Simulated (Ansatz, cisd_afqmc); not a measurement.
Species: GeH₃Br, charge 0, singlet. GeH3Br (SMILES [Br][GeH3]).
B3LYP-D3(BJ)/def2-TZVP minimum from Ansatz (a first-principles code):
```
Ge
H 1 1.5327
H 1 1.5327 2 111.72
H 1 1.5327 2 111.72 3 -125.97
Br 1 2.3318 2 107.12 3 117.02
```

Atomisation energy term by term, kcal/mol (programs: Ansatz, cisd_afqmc). Radicals and triplets start from unrestricted determinants; spin-orbit coupling is neglected. Correlated methods leave the cores frozen (noble-gas shells, and filled d and f shells in the p block). No relativity. AFQMC/CISD: phaseless, guided by CISD from CCSD amplitudes; bars are statistical, one sigma. Outlying blocks are dropped, and bars are widened where a walk drifts. Over all cases where full CI ran beside it in this data, AFQMC minus full CI had a median of +0.1 mEh and passed +0.4 mEh in a tenth of the cases. CBS(X,Y): correlation extrapolated as X^-3, Hartree-Fock from the larger set (Q,5: extrapolated as (X+1)exp(-9√X)). A bracket is a step between two methods taken in the basis named. Where a partner has so few electrons that a lower coupled-cluster level is exact, that level stands in. Spin-orbit terms, left out, reach several kcal/mol for Br and I, and more for heavier atoms.

| term | basis | kcal/mol |
|---|---|---|
| Hartree-Fock | CBS(cc-pVQZ,cc-pV5Z) | 219.57 |
| CCSD correlation | CBS(cc-pVQZ,cc-pV5Z) | 72.08 |
| (T) | CBS(cc-pVQZ,cc-pV5Z) | 3.51 |
| CCSDT(Q) - CCSD(T) | cc-pVTZ | 0.11 |
| CCSDTQ - CCSDT(Q) | cc-pVDZ | -0.01 |
| sum: De |  | 295.2 |

The step beyond CCSD(T) by other levels: CCSDTQ in cc-pVDZ 0.29; AFQMC/CISD in cc-pVDZ 0.32 ± 0.21; CCSDT(Q) in cc-pVDZ 0.30; AFQMC/CISD in cc-pVTZ -0.04 ± 0.24 kcal/mol.
